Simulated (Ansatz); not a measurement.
B₆P₄Cl₆, a halide-capped nanocrystal cut from zinc blende BP (6 Cl on the cations). The state is a singlet with charge 0. Geometry PBE-D4/def2-SVP; atoms count from 1.

```
atom   x (Å)   y (Å)   z (Å)
  P1  -2.069  -0.576  -0.879
  P2   0.060   2.010   0.186
  P3   1.433  -0.816  -1.416
  P4   0.095  -1.137   1.860
  B5  -0.447  -0.959  -1.879
  B6   1.495   0.847  -0.402
  B7  -1.189   1.138  -1.029
  B8  -1.564  -0.677   0.982
  B9   0.042   0.830   1.754
 B10   1.352  -1.456   0.422
Cl11  -0.707  -1.495  -3.541
Cl12   3.118   1.308   0.151
Cl13  -1.418   2.048  -2.533
Cl14  -2.911  -0.284   2.068
Cl15  -0.019   1.650   3.312
Cl16   2.729  -2.432   0.943
```

Q: Estimate the Mulliken populations from the PBE0/def2-SVP orbitals of Ansatz.

A: 
```tsv
atom	charge (e)
P1	0.05
P2	0.06
P3	0.02
P4	0.03
B5	0.00
B6	0.02
B7	0.01
B8	0.08
B9	-0.10
B10	0.01
Cl11	-0.02
Cl12	-0.05
Cl13	-0.05
Cl14	-0.05
Cl15	-0.01
Cl16	-0.02
```
Mulliken values depend strongly on the basis.

Q: And the Mayer bond orders between heavy atoms (over 0.3)?

A: P1–B5 0.92 (1.94 Å); P1–B7 0.97 (1.93 Å); P1–B8 0.98 (1.93 Å); P2–B6 0.97 (1.94 Å); P2–B7 0.97 (1.95 Å); P2–B9 0.92 (1.96 Å); P3–B5 0.97 (1.94 Å); P3–B6 0.96 (1.95 Å); P3–B10 0.93 (1.95 Å); P4–B8 0.94 (1.93 Å); P4–B9 0.91 (1.97 Å); P4–B10 0.97 (1.94 Å); B5–Cl11 1.40 (1.77 Å); B6–Cl12 1.26 (1.77 Å); B7–Cl13 1.28 (1.77 Å); B8–Cl14 1.30 (1.77 Å); B9–Cl15 1.41 (1.76 Å); B10–Cl16 1.39 (1.77 Å).
